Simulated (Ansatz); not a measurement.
GeMe2H2 (C2H8Ge). Charge 0, multiplicity 1. Geometry PBE-D4/def2-SVP, basis def2-TZVP, Ansatz.

Cartesian coordinates in Å:
```
Ge -0.686 0.045 -0.352
C 0.986 -0.533 -1.218
H 0.808 -0.794 -2.279
H 1.399 -1.423 -0.702
H 1.741 0.277 -1.178
C -0.361 0.492 1.539
H -1.298 0.820 2.030
H 0.382 1.311 1.618
H 0.030 -0.391 2.081
H -1.744 -1.093 -0.446
H -1.255 1.291 -1.093
```

```tsv
run	HOMO (eV)	LUMO (eV)
A	-7.12	0.28
B	-7.53	0.95
C	-7.26	0.29
D	-9.63	1.66
E	-8.10	0.69
F	-8.27	0.74
```

B3LYP takes the VWN-RPA correlation. HSE06 is defined as in plane-wave codes, on full-range PBE exchange.

Task: The runs used B3LYP, BHLYP, BLYP, HSE06, PBE, r2SCAN. Estimate which is which.

Result: A BLYP (0 % exact exchange); B r2SCAN (0 % exact exchange); C PBE (0 % exact exchange); D BHLYP (50 % exact exchange); E HSE06 (range-separated); F B3LYP (20 % exact exchange). Exact exchange lowers occupied and raises empty levels; among semilocal functionals meta-GGAs tend to open the gap a little, and such runs are hard to tell apart. The gap grows from 7.40 eV (BLYP) to 11.29 eV (BHLYP).
